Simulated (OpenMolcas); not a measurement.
Yb3+ among 6 point charges of -1 e arranged as a tetragonal octahedron (D4h). The axial distance is 1.19 times the equatorial one, R.

```
Program             : OpenMolcas 26.06
Method              : SS-CASPT2, IPEA 0.25 Eh, imaginary shift 0.1 Eh (closed shells correlated: 5s 5p)
Basis               : ANO-RCC-VDZP [7s6p4d2f1g]
Scalar Hamiltonian  : DKH2, point nucleus
Active space        : 13 electrons in 7 orbitals (4f)
State averaging     : 2S+1 = 2 odd, 7 roots
Spin-orbit coupling : state interaction with AMFI integrals over the reference wave functions
```

All point charges move together. At R = 2.4 Å the width of the lowest J multiplet is 689 cm-1, and at R = 2.57 Å it is 566 cm-1.

Task: A third run gives 468 cm-1. What distance was it run at?

Result: With a power law R^-n the two known points give n = -ln(566 / 689) / ln(2.57 / 2.4) = 2.87. Then R = 2.4 × (689 / 468)^(1/2.87) = 2.746 Å. The run was at 2.75 Å, so the estimate is off by -0.004 Å.

This is an electrostatic model: the charges have no orbitals. No measured value stands beside these numbers.
